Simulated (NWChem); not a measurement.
System: GaH₂O₂F; SMILES [OH][Ga]([OH])[F]

Here is an NWChem input.

```
start job
memory heap 200 mb stack 900 mb global 1100 mb
geometry units angstroms
  Ga     0.016451     0.033258    -0.008994
  F     -1.199678    -1.209551    -0.025923
  O     -0.193961     1.473060    -0.940362
  H      0.529154     2.100091    -0.868976
  O      1.420911    -0.246734     0.972913
  H      1.469472    -1.068081     1.463063
end
basis spherical
  * library def2-svp
end
dft
  xc pbe0
  iterations 150
end
driver
  maxiter 120
end
task dft optimize
task dft freq
```

The level has its own optimisation; frequencies are unscaled.

Question: Give the results of this calculation. (PBE0/def2-SVP.) Quantities: r F–Ga (Å); r H–O (Å); highest harmonic frequency (cm⁻¹); lowest (cm⁻¹); zero-point energy (kcal/mol); dipole (D).

Answer: 
- r F–Ga (Å): 1.744
- r H–O (Å): 0.964
- highest harmonic frequency (cm⁻¹): 3909
- lowest (cm⁻¹): 175
- zero-point energy (kcal/mol): 18.5
- dipole (D): 2.03
